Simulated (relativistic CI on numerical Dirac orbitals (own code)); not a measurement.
**Spin-allowed bands of a d7 ion in an octahedral site, by hand**

Problem. Take Δ = 11250 cm⁻¹ and B = 750 cm⁻¹ for a high-spin d7 ion in an octahedral site. Calculate the three spin-allowed bands.

Working.
1. The terms of highest spin are 4F (energy 0) and 4P (15B = 11250 cm⁻¹). Here the F term splits into A2 at +1.2Δ = 13500, T2 at +0.2Δ = 2250 and T1 at −0.6Δ = -6750 cm⁻¹.
2. The two T1 states mix through the element 0.4Δ: H = [[-6750, 4500], [4500, 11250]], with roots ½(H₁₁ + H₂₂) ∓ ½√[(H₂₂ − H₁₁)² + 4H₁₂²] = ½(4500) ∓ ½(20125) = -7812 and 12312 cm⁻¹.
3. The ground term is 4T1 at -7812 cm⁻¹.
4. Bands: 4T2 10062 cm⁻¹ (994 nm), 4T1(P) 20125 cm⁻¹ (497 nm), 4A2 21312 cm⁻¹ (469 nm).

Check. Exact diagonalisation of the whole d7 shell with these parameters gives 4T2 10062, 4T1 20125, 4A2 21312 cm⁻¹. The match is exact, since without spin-orbit coupling no other term has this spin. The ratio of the second band to the first, 2.000, depends on Δ/B = 15.0 alone, which is how a Tanabe-Sugano diagram is read.
